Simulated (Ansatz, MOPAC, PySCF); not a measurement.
Complex: SiH4 (SMILES [SiH4]) (first 5 atoms) with HI (SMILES I); geometry from B3LYP-D3(BJ)/def2-TZVP, rigid monomers moved along the line of their centres of mass till Si1···I6 is 4.72 Å.
(charge 0, multiplicity 1):
```xyz
7

Si    -0.4712     0.1245     0.0126
H      1.0052     0.1071    -0.0737
H     -0.9277    -0.9716     0.8969
H     -1.0466    -0.0714    -1.3386
H     -0.9268     1.4215     0.5584
I      1.1831     0.4394     4.4214
H      0.2592    -0.8852     4.4095
```

Interaction energies are E(AB) − E(A) − E(B) at the monomers' geometry in the complex; basis-set methods are counterpoise corrected.

The state that PM3, PM6 reach isn't checked.

Codes used: Ansatz (a first-principles code) with Gaussian orbitals; MOPAC for PM3, PM6 (differences of heats of formation); PySCF for the dispersion terms. Values without a source in brackets are computed. In def2 rows elements past Kr take small-core potentials, without spin–orbit coupling.

Q: One of these levels gives -0.27 kcal/mol for the interaction energy. Which one is it?
(A) HF/def2-TZVPPD
(B) PM3
(C) PM6
(D) PBE-D3(BJ)/def2-TZVPPD

A: C, PM6. The others give 0.52 (PM3), 0.05 (HF/def2-TZVPPD), -0.93 (PBE-D3(BJ)/def2-TZVPPD)
